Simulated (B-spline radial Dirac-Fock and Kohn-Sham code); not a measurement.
## What relativity does to the binding energies of Xe³⁹⁺

System: xenon as Xe³⁹⁺ in the configuration [Ne] 3s2 3p3.

Both columns are ΔSCF binding energies of the configuration average from an atomic code on a B-spline grid: non-relativistic Hartree-Fock with a point nucleus, and Dirac-Fock with a finite nucleus and the Coulomb interaction alone, averaged over the two j levels with weights 2j+1.

```
shell  Hartree-Fock (eV)  Dirac-Fock (eV)  shift (eV)  shift (%)
   1s            35625.0          37086.8    +1461.81      +4.10
   2s             7362.7           7750.9     +388.26      +5.27
   3s             2891.5           3005.3     +113.78      +3.94
   3p             2791.5           2839.8      +48.27      +1.73
```

Relativity binds 1s, 2s, 3s, 3p more strongly, among those listed most of all 2s in relative terms.

Values without a named source are computed, but for edge energies of neutral atoms, which are taken from tables.
